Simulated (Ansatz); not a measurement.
Reaction (hydrogenolysis of a Ge–C bond): `[SiH3]C[CH2][GeH3]` + H₂ → GeH₄ + `CC[SiH3]`

Calculated with Ansatz (gas phase, PBE0-D4/def2-TZVP geometries, no zero-point term in ΔE). CCSD(T)/CBS is the MP2 limit (def2-TZVPP, def2-QZVPP) plus CCSD(T) − MP2 in def2-TZVPP, frozen cores. This one scheme is used for every species. Functionals use def2-TZVPP. B3LYP here is the variant with VWN-RPA as its local correlation; programs differ in this. For Ge outer-core shells are correlated without core-valence functions, which leaves a few kJ/mol of doubt a bond. Scalar relativity is left out up to krypton. One conformer a species, not always the lowest.

Is it downhill or uphill in electronic energy at CCSD(T)/CBS, and by how much? (Estimate.)

The calculation gave: Downhill: ΔE = -35.0 kJ/mol.

What do these levels give: B3LYP-D4, r2SCAN, MP2/def2-TZVPP, SCS-MP2/def2-TZVPP, HF/def2-QZVPP, SCS-MP2/def2-QZVPP? (An estimate is asked.)

The calculation gave: B3LYP-D4 -42.6, r2SCAN -42.8, MP2/def2-TZVPP -30.4, SCS-MP2/def2-TZVPP -37.5, HF/def2-QZVPP -67.9, SCS-MP2/def2-QZVPP -36.5 kJ/mol.

Largest T1 diagnostic among the species: 0.012.

In def2-TZVPP, CCSD(T) changes the Hartree–Fock value by +28.9 kJ/mol (the triples alone add +5.1 kJ/mol) and MP2 by +36.4 kJ/mol. The D4 term adds +11.4 kJ/mol with B3LYP and +6.4 kJ/mol with PBE0; it sums over pairs of atoms, weighted by their polarisabilities, and B3LYP, whose exchange is more repulsive, gets the larger term.
